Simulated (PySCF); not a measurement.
**Shapes and spin states of GeH₃⁻**

Computed with PBE0/[Ge def2-TZVPD, H def2-TZVPD], no relativity, density fitting, PySCF.

Relaxations began from a few typed shapes and spin states; open shells are unrestricted. The search is not exhaustive: other isomers or separated fragments can lie lower, and high-lying points may rest on an excited occupation.

**Question.** Which is the lowest minimum found?
A. singlet C3v: Ge–H 1.615 Å (×3); H–Ge–H 92.6° (×3)
B. singlet D3h: Ge–H 1.528 Å (×3); H–Ge–H 120.0° (×3)
C. triplet D3h: Ge–H 1.686 Å (×3); H–Ge–H 120.0° (×3)
D. triplet C2v: Ge–H 1.589 Å, Ge–H 1.735 Å (×2); H–Ge–H 95.6° (×2), H–Ge–H 168.9°

**Answer.** A. The others lie at 148.6 (singlet D3h, a saddle point), 220.4 (triplet C2v), 246.4 (triplet D3h, a saddle point) kJ/mol above it.

For the lowest minimum: the highest occupied level lies above zero, a sign of self-interaction error or too small a basis; response properties are unreliable. The lowest empty level of this anion is unbound, so it and the gap depend on the basis.
